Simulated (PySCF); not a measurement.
An unknown is described by computed data only.

Formula: C5H6O2.

- UV, strongest line: among the 8 lowest singlet transitions: S7 at 8.12 eV (153 nm, f = 0.079) [TDDFT wB97X-D/def2-SVPD]
- UV, first state: lowest singlet excitation: 4.10 eV (302 nm, f = 0.000) [TDDFT wB97X-D/def2-SVPD]
- Couplings: largest of the computed one-bond spin–spin couplings (means over like bonds): 13C–1H +137.0 (×4), 13C–1H +136.8 (×2), 13C–13C +44.4 (×2), 13C–13C +37.1 (×2), 13C–13C +36.4, 17O–13C +32.9 (×2) Hz [B3LYP/pcJ-1, spin–dipole term left out]
- Rotational structure: rotational constants A, B, C: 5.883, 2.132, 1.618 GHz [GFN2-xTB]
- 13C NMR: chemical shifts (computed TMS as zero) by class: 216.8 (2 C), 49.4 (1 C), 40.5 (2 C) ppm [GIAO PBE0/pcSseg-1]
- NMR, other nuclei: isotropic shieldings of nuclei other than C and H, by class: -346 (2 O) ppm [GIAO PBE0/pcSseg-1]
- 1H NMR: chemical shifts (computed TMS as zero) by class: 2.84 (2 H), 2.73 (4 H) ppm [GIAO PBE0/pcSseg-1]
- Polarisability: 60.0 au [wB97X-D/def2-SVPD]
- Triplet: lowest triplet excitation (Tamm–Dancoff): 3.67 eV [TDA wB97X-D/def2-SVPD]

The electronic properties come from PySCF, for the isolated species, density fitting. Levels stand in brackets. The structure is a single GFN2-xTB conformer in the gas phase; no vibrational or solvent corrections. Each NMR value is the plain mean over a class of atoms that symmetry, rotation or inversion makes alike.

Task: Give a SMILES that accounts for the data.

Result: Numbering: `[O:1]=[C:2]1[CH2:3][CH2:4][C:5](=[O:6])[CH2:7]1`. Its formula, C5H6O2, gives 3 degrees of unsaturation: 1 ring and 2 π bonds in the structure found. 5 carbons fall into 3 classes; from least to most shielded: ketone carbonyl carbon [C2/C5] (216.8 ppm, 2 C), sp3 carbon next to a carbonyl [C7] (49.4 ppm), sp3 carbon next to a carbonyl [C3/C4] (40.5 ppm, 2 C). Hydrogen classes from least to most shielded: 2 H on an sp3 carbon next to a carbonyl, C7 (2.84 ppm), 4 H on 2 like atoms (sp3 carbon next to a carbonyl), C3/C4 (2.73 ppm). The other shieldings belong to: -346 ppm, ketone oxygen [O1/O6]. The couplings run between: +137.0 Hz, sp3 carbon next to a carbonyl [C3] and its hydrogen (with 3 like pairs); +136.8 Hz, sp3 carbon next to a carbonyl [C7] and its hydrogen (with 1 like pair); +44.4 Hz, ketone carbonyl carbon [C2] and sp3 carbon next to a carbonyl [C7] (with 1 like pair); +37.1 Hz, ketone carbonyl carbon [C2] and sp3 carbon next to a carbonyl [C3] (with 1 like pair); +36.4 Hz, sp3 carbon next to a carbonyl [C3] and sp3 carbon next to a carbonyl [C4]; +32.9 Hz, ketone oxygen [O1] and ketone carbonyl carbon [C2] (with 1 like pair). The optimised geometry has point group C2 and is an asymmetric top. Structure: `O=C1CCC(=O)C1` (1,3-cyclopentanedione). Computed isomers that give other values at the same levels: `CC1=CCOC1=O` (13C chemical shifts (computed TMS as zero) by class: 177.4 (1 C), 150.8 (1 C), 141.1 (1 C), 72.6 (1 C), 14.5 (1 C) ppm); `C=COC(=O)C=C` (lowest singlet excitation: 5.05 eV (246 nm, f = 0.000)); `COc1ccoc1` (13C chemical shifts (computed TMS as zero) by class: 159.6 (1 C), 146.6 (1 C), 125.2 (1 C), 110.8 (1 C), 58.4 (1 C) ppm). The assignments are read from this structure; whether some other isomer fits the data as well wasn't checked.
